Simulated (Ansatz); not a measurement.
A structure relaxed at PBE-D4/def2-TZVP in Ansatz, charge 0, doublet:

```csv
atom,x (Å),y (Å),z (Å)
Ag1,-0.844,0.027,-1.267
Ge2,1.368,0.207,0.009
Ge3,-0.523,-0.234,1.259
```

Q: Give its formula and point group.

A: AgGe₂ (the lowest doublet isomer of a short search). Point group C2v (tolerance 0.1 Å).

Q: Summarise the bond lengths by kind (pairs closer than 1.2 times the sum of covalent radii, bridged metal pairs left out).

A: 2 × Ag–Ge 2.56 Å; 1 × Ge–Ge 2.31 Å. The metal has 2 neighbours: Ge 2.56 Å, Ge 2.56 Å.

In the def2 sets Ag takes a core potential; there is no spin–orbit coupling. The relaxation made no stability test and no search for a lower SCF solution. The structure comes from a short search, and lower isomers may exist.
